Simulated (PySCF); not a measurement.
C2H8BNO. Atoms are numbered in the order given.

```xyz
13

B     -0.1159    -0.0003     0.5710
C      0.1334    -0.8189    -0.7640
C      0.3497     0.0674    -1.9991
H     -0.7581    -1.4548    -0.9272
H      0.9792    -1.5194    -0.6443
H      1.2598     0.6824    -1.8973
H     -0.4948     0.7600    -2.1381
H      0.4559    -0.5250    -2.9230
O     -1.0493     1.0107     0.5145
H     -1.1758     1.4810     1.3465
N      0.5834    -0.3041     1.7627
H      0.4492     0.1686     2.6489
H      1.2765    -1.0398     1.8039
```
Charge 0, spin multiplicity 1.

The structure is a stationary point at B3LYP-D3(BJ)/def2-SVP. Other conformers were not sampled.

All values below come from PySCF with PBE/pcSseg-1.

GIAO shieldings, no solvent; atoms listed in one row are averaged. δ = σ(ref) − σ: ¹¹B against BF3 (σ = 83.9 ppm); ¹³C against TMS (σ = 182.0 ppm); ¹H against TMS (σ = 31.49 ppm); ¹⁷O against H2O (σ = 334.3 ppm); ¹⁵N against NH3 (σ = 267.0 ppm), references at their B3LYP-D3(BJ)/def2-TZVP geometries, non-relativistic.

**Question.** Estimate the chemical shifts. (The exact figures need the calculation; the answer reports its results.)

**Answer.** 
```tsv
nucleus	atoms	count	δ (ppm)
¹¹B	B1	1	18.7
¹³C	C2	1	14.4
¹³C	C3	1	14.1
¹H	H10	1	3.02
¹H	H13	1	2.66
¹H	H12	1	2.20
¹H	H6, H7, H8	3	1.32
¹H	H4	1	1.11
¹H	H5	1	0.62
¹⁷O	O9	1	113.7
¹⁵N	N11	1	79.4
```
